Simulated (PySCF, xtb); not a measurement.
C₂H₅BrSn, SMILES [Br][SnH2][CH]=C.

GFN2-xTB (xtb) at its own geometry gives an orbital gap of 4.11 eV and a dipole moment of 5.69 D.

Coordinates come from a r2SCAN-D4/def2-SVP optimisation. The structure was generated by enumeration; whether it is a known compound was not checked. The def2 effective core potentials stand for the cores of Sn; spin–orbit coupling is left out. One conformer was computed; it need not be the lowest.

### Question
What does ωB97X/def2-TZVP (PySCF) give? (Estimate from the structure and the level; the computed values follow.)

### Answer
gap 11.01 eV (levels -10.24 and 0.77 eV), dipole 3.01 D.
